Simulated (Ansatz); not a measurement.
A structure relaxed at r2SCAN-D4/def2-SVP in Ansatz, charge 0, singlet:

```xyz
8

Al   -1.6279    0.2557    0.0076
H    -2.1700    1.2859    1.0692
H    -2.4603   -0.5618   -1.0511
Cl   -0.1852   -1.2111    1.0879
Al    1.6279   -0.2559   -0.0079
H     2.1596   -1.2877   -1.0731
H     2.4696    0.5568    1.0471
Cl    0.1863    1.2181   -1.0798
```

Question: Give its formula, name or SMILES and point group.

Answer: (H2Al-mu-Cl)2 (Al₂H₄Cl₂). Point group D2h (tolerance 0.1 Å).

Question: Summarise the bond lengths by kind (pairs closer than 1.2 times the sum of covalent radii, bridged metal pairs left out).

Answer: 4 × Al–Cl 2.32 Å; 4 × Al–H 1.58 Å.
